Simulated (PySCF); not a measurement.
**Computed structure and properties of [Dy(NH3)]2+**

System: [Dy(NH3)]2+ (singlet in the valence; each metal's 4f electrons, 10 of them, lie in its core potential, out of spins and levels); start: template (C3v). Method: PySCF 2.14.0, RKS PBE0, Dy lcecp-0-SVP with ECP56, N def2-SVP, H def2-SVP; non-relativistic Hamiltonian with scalar-relativistic core potentials where named; density fitting; no spin-orbit coupling.

Input of the relaxation:

```python
mol = gto.M(atom='''
Dy     0.00000     0.00000    -0.25764
N     -0.00000    -0.00000     2.40986
H      0.93916     0.00004     2.80786
H     -0.46961     0.81332     2.80786
H     -0.46955    -0.81335     2.80786''',
    basis={'Dy': 'lcecp-0-SVP', 'N': 'def2-SVP', 'H': 'def2-SVP'},
    ecp={'Dy': 'lcecp-0-SVP'},
    charge=2, spin=0)
mf = dft.RKS(mol, xc='PBE0')
mf.grids.atom_grid = (50, 194)  # f atoms: unpruned, at least (60, 302)
mf = mf.density_fit()  # fitting sets: Dy AutoAux, N def2-universal-JKFIT, H def2-universal-JKFIT
mf.conv_tol = 1e-08; mf.max_cycle = 55
mf.kernel(dm0)  # dm0: converged density of the start geometry
# quasi-Newton relaxation in Cartesian coordinates to a largest gradient under 0.00045 Eh/bohr, steps kept in the point group
```

Run from Python with OMP_NUM_THREADS=2; the lines above give its settings. Where DIIS fails, smearing, a level shift and second-order steps follow.
It took 6.1 s on 2 threads of Arm Neoverse V2 (shared host), from the converged density of the start.

Course of the relaxation:

| step | energy above end (eV) | largest force component within the symmetry (eV/Å) |
| --- | --- | --- |
| 0 | 0.0482 | 1.313 |
| 1 | 0.0215 | 0.578 |
| 2 | 0.0065 | 0.212 |
| 3 | 0.0029 | 0.167 |
| 4 | 0.0000 | 0.010 |
| 5 | 0.0000 | 0.001 |

Relaxed geometry (C3v):

```xyz
5

Dy    0.0000    0.0000   -0.1817
N     0.0000    0.0000    2.3602
H     0.9321    0.0000    2.7991
H    -0.4661    0.8072    2.7991
H    -0.4660   -0.8072    2.7991
```

| contact | Å |
| --- | --- |
| Dy1–N2 (NH3) | 2.542 |

On the finer grid (75, 302):

| Property | Result |
| --- | --- |
| HOMO | not given (4f levels lie in the core) |
| LUMO | not given (4f levels lie in the core) |
| Dipole about the centre of mass | 2.31 D |
| Set of Mulliken populations of Dy1 outside the core potential | s 2.09, p 6.04, d 0.15, f 0.00 |
| D3(BJ) dispersion energy (not in the energies) | -0.086 eV |

```tsv
atom	Mulliken (e)	Löwdin (e)	spin (e)
Dy1	1.71	1.66	0.00
N2	-0.37	-0.07	0.00
H3	0.22	0.14	0.00
H4	0.22	0.14	0.00
H5	0.22	0.14	0.00
```

The 4f levels lie in the core potential and are missing. Their spin isn't counted.

On the grid (50, 194), as all that follows. Harmonic modes: a minimum; lowest 309 cm⁻¹ (negative: unstable), highest 3505 cm⁻¹, zero-point energy 1.027 eV.

Taking off one NH3 (charge 0, singlet; the rest: singlet) in vacuum, both parts rigid, costs 2.76 eV; the small basis without counterpoise inflates it. Parting with an electron moved from the ligand to the metal can be far cheaper, even downhill.

Rigid scan of NH3 along the line from its metal:

distance to N2 (Å), energy (eV) and a bar:
```
     2.24      0.364 ##############################
     2.34      0.141 ############
     2.44      0.031 ###
     2.54      0.000 
     2.64      0.024 ##
     2.74      0.085 #######
     2.94      0.271 ######################
```

One start shape was tried, so this needn't be the lowest isomer.

An lcecp potential fixes the number of 4f electrons, so in runs with it no electron can move into or out of that shell; real Dy(II) is rare or takes another configuration.
